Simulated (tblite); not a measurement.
C2H12SSi4.
Numbering: `[CH3:1][S:2][Si@@H:3]1[SiH2:4][SiH2:5][Si@H:6]1[CH3:7]` (hydrogens: H8, H9, H10 on C1; H11 on Si3; H12, H13 on Si4; H14, H15 on Si5; H16 on Si6; H17, H18, H19 on C7)

Computed with GFN2-xTB (tblite), gas phase: L-BFGS steps from a force-field or distance-geometry start until the largest atomic force falls under 0.01 eV/Å.

Step 0: E = -556.8282 eV
```
atom  x, y, z in Å  |  force x, y, z in eV/Å
C1      2.7676   -0.1621   -0.5705   -0.407  -0.667   0.370
S2      2.0706    1.2560   -1.4954    0.829   0.109  -0.357
Si3    -0.0022    1.3002   -0.9585   -0.218   1.896  -1.985
Si4    -0.1931    1.6689    1.2237    0.345   1.835   1.906
Si5    -0.0537   -0.5571    1.5013   -0.100  -1.067   1.548
Si6    -0.7447   -0.7494   -0.6286    0.149  -2.084  -0.934
C7     -2.5793   -0.9959   -0.6447   -1.300  -0.976   1.098
H8      3.6934   -0.5425   -1.0278   -0.464   0.495  -0.090
H9      1.9983   -0.9654   -0.6102    0.775   0.465   0.123
H10     2.9927    0.1048    0.4813   -0.242   0.005  -0.673
H11    -0.8374    2.1680   -1.8067    0.518   0.027  -0.252
H12    -1.4984    2.2239    1.6324    0.324   0.065   0.023
H13     0.9785    2.3547    1.8002   -0.327   0.238   0.150
H14    -1.0478   -1.0253    2.4554    0.144  -0.326   0.332
H15     1.2931   -1.0754    1.6840   -0.008  -0.180   0.409
H16     0.0270   -1.7591   -1.3314   -0.130  -0.545  -0.427
H17    -3.1234   -0.0464   -0.7081    0.045  -0.526  -0.375
H18    -2.8517   -1.4267    0.3680    0.129   0.417  -1.086
H19    -2.8992   -1.7618   -1.3719   -0.063   0.820   0.221
```

Step 1: E = -557.1659 eV
```
atom  x, y, z in Å  |  force x, y, z in eV/Å
C1      2.7618   -0.1716   -0.5652   -0.095  -0.104   0.048
S2      2.0824    1.2576   -1.5006    0.710   0.043  -0.290
Si3    -0.0053    1.3272   -0.9869   -0.199   0.576  -0.423
Si4    -0.1882    1.6951    1.2509    0.271   0.580   0.658
Si5    -0.0551   -0.5723    1.5234   -0.138  -0.261   0.580
Si6    -0.7425   -0.7792   -0.6419    0.122  -0.645  -0.248
C7     -2.5979   -1.0098   -0.6290   -0.391  -0.296   0.326
H8      3.6867   -0.5355   -1.0290   -0.355   0.401  -0.107
H9      2.0094   -0.9588   -0.6084    0.309   0.041   0.107
H10     2.9892    0.1049    0.4717   -0.199   0.051  -0.366
H11    -0.8300    2.1684   -1.8103    0.183   0.414  -0.641
H12    -1.4938    2.2249    1.6328    0.105   0.201   0.133
H13     0.9738    2.3581    1.8024    0.032   0.476   0.354
H14    -1.0458   -1.0300    2.4601   -0.065  -0.442   0.558
H15     1.2930   -1.0779    1.6899    0.076  -0.229   0.449
H16     0.0252   -1.7669   -1.3376    0.061  -0.835  -0.626
H17    -3.1228   -0.0539   -0.7134    0.010  -0.453  -0.302
H18    -2.8498   -1.4208    0.3524   -0.171   0.028  -0.226
H19    -2.9001   -1.7501   -1.3687   -0.265   0.454   0.015
```

Step 2: E = -557.3113 eV
```
atom  x, y, z in Å  |  force x, y, z in eV/Å
C1      2.7585   -0.1758   -0.5631   -0.008   0.253  -0.183
S2      2.1007    1.2589   -1.5081    0.387   0.025  -0.200
Si3    -0.0104    1.3455   -1.0019    0.006  -0.024   0.214
Si4    -0.1811    1.7133    1.2711    0.155  -0.063   0.056
Si5    -0.0585   -0.5812    1.5408   -0.104   0.075   0.124
Si6    -0.7394   -0.7996   -0.6501    0.141  -0.121   0.026
C7     -2.6104   -1.0192   -0.6186    0.249   0.071  -0.224
H8      3.6774   -0.5250   -1.0317   -0.124   0.263  -0.166
H9      2.0185   -0.9566   -0.6057   -0.017  -0.224   0.074
H10     2.9841    0.1060    0.4616   -0.131   0.116  -0.054
H11    -0.8244    2.1778   -1.8255    0.050   0.556  -0.776
H12    -1.4905    2.2296    1.6358    0.016   0.262   0.181
H13     0.9736    2.3695    1.8108    0.238   0.600   0.459
H14    -1.0468   -1.0409    2.4737   -0.110  -0.459   0.603
H15     1.2947   -1.0836    1.7012    0.026  -0.216   0.452
H16     0.0262   -1.7873   -1.3529    0.017  -0.782  -0.587
H17    -3.1224   -0.0656   -0.7213   -0.064  -0.242  -0.231
H18    -2.8533   -1.4190    0.3443   -0.358  -0.239   0.381
H19    -2.9062   -1.7376   -1.3678   -0.369   0.150  -0.149
```

Task: Estimate the geometry and energy of step 3. (The exact step hangs on the optimiser's Hessian estimate; all steps are aligned on step 2, rigid shifts and turns removed.)

Result: E = -557.4470 eV, largest force 0.834 eV/Å
```
atom  x, y, z in Å  |  force x, y, z in eV/Å
C1      2.7548   -0.1746   -0.5651   -0.034   0.396  -0.301
S2      2.1248    1.2607   -1.5191   -0.017   0.056  -0.125
Si3    -0.0142    1.3633   -1.0133    0.090  -0.327   0.469
Si4    -0.1716    1.7298    1.2921    0.108  -0.455  -0.321
Si5    -0.0636   -0.5887    1.5604   -0.100   0.230  -0.144
Si6    -0.7333   -0.8230   -0.6580    0.259   0.164   0.162
C7     -2.6166   -1.0269   -0.6138    0.575   0.142  -0.313
H8      3.6669   -0.5102   -1.0379    0.137   0.112  -0.220
H9      2.0266   -0.9591   -0.6017   -0.203  -0.318   0.024
H10     2.9767    0.1097    0.4515   -0.062   0.178   0.195
H11    -0.8178    2.1977   -1.8553    0.120   0.471  -0.678
H12    -1.4869    2.2393    1.6424    0.002   0.283   0.200
H13     0.9783    2.3925    1.8281    0.269   0.607   0.470
H14    -1.0497   -1.0603    2.4984   -0.033  -0.401   0.514
H15     1.2963   -1.0932    1.7210   -0.080  -0.173   0.437
H16     0.0267   -1.8215   -1.3787   -0.133  -0.568  -0.428
H17    -3.1236   -0.0808   -0.7333   -0.111   0.031  -0.147
H18    -2.8640   -1.4224    0.3449   -0.384  -0.292   0.485
H19    -2.9195   -1.7231   -1.3701   -0.401  -0.137  -0.278
```

The energy changes by -0.1357 eV. The first-order estimate −F·Δx gives -0.1797 eV and the mean of the old and new forces, exact on a quadratic surface, -0.1366 eV. The step makes an angle of 37° with the force vector and moves no atom by more than 0.043 Å.

The cost below is that of the whole relaxation. The run took 1.4 s on one thread of an Arm Neoverse V2 (shared host).
